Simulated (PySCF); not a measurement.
PySCF was given this input:
```python
from pyscf import gto, scf, cc

mol = gto.M(
    atom='''
C    -0.81571304    1.49644311    0.49606975
C    -1.12370946    1.19925143   -0.87889224
B     0.01647518    0.17386727   -0.17679816
C    -0.40761165   -1.29009994    0.31421437
C    -1.89625439   -1.64115957    0.27361715
C     1.53991635    0.43359044   -0.60280714
C     2.57255751   -0.06594262    0.41533499
H    -0.18869520    2.34297524    0.72671335
H    -1.52628180    1.23578382    1.26398046
H    -0.72690411    1.83987995   -1.65112825
H    -2.07066148    0.74139282   -1.11428056
H     0.13287451   -2.04684031   -0.26230496
H    -0.06467319   -1.42339307    1.34681979
H    -2.26508282   -1.63211672   -0.75005955
H    -2.06893838   -2.63598655    0.68182680
H    -2.48365403   -0.93469187    0.85640922
H     1.74918646   -0.07210133   -1.55179763
H     1.72785621    1.49541898   -0.78299625
H     3.58630885    0.14011116    0.07582495
H     2.42691532    0.42566764    1.37473219
H     2.47426198   -1.13793348    0.56502969
''',
    basis='sto-3g',
    spin=1,
    verbose=3,
)

mf = scf.UHF(mol)
mf.kernel()

mycc = cc.CCSD(mf, frozen=7)
mycc.kernel()
et = mycc.ccsd_t()
print('E(CCSD(T)) = %.10f' % (mycc.e_tot + et))
```

Task: What is the computed SCF-reference HOMO energy (CCSD(T)/STO-3G (PySCF))?

Result: -8.10 eV

Task: Estimate the SCF-reference <S^2> that CCSD(T)/STO-3G returns for this input.

Result: 0.757

Task: Estimate the nuclear repulsion energy that CCSD(T)/STO-3G returns for this input.

Result: 297.1830 Eh

Task: Predict the SCF-reference Mulliken (on the basis functions themselves) charges in atom order from CCSD(T)/STO-3G.

Result: C1 -0.16, C2 -0.17, B3 0.29, C4 -0.20, C5 -0.18, C6 -0.20, C7 -0.17, H8 0.08, H9 0.08, H10 0.08, H11 0.08, H12 0.04, H13 0.04, H14 0.05, H15 0.05, H16 0.04, H17 0.04, H18 0.03, H19 0.05, H20 0.05, H21 0.05

Task: What SCF-reference dipole moment does CCSD(T)/STO-3G give?

Result: 1.36 D

Task: Estimate the total energy that CCSD(T)/STO-3G returns for this input.

Result: -257.3702 Eh

These values belong to the state on which the SCF converged, which isn't shown to be the lowest.

Task: Roughly what does it cost on one core?

Result: about 12 core-seconds (a rough figure).
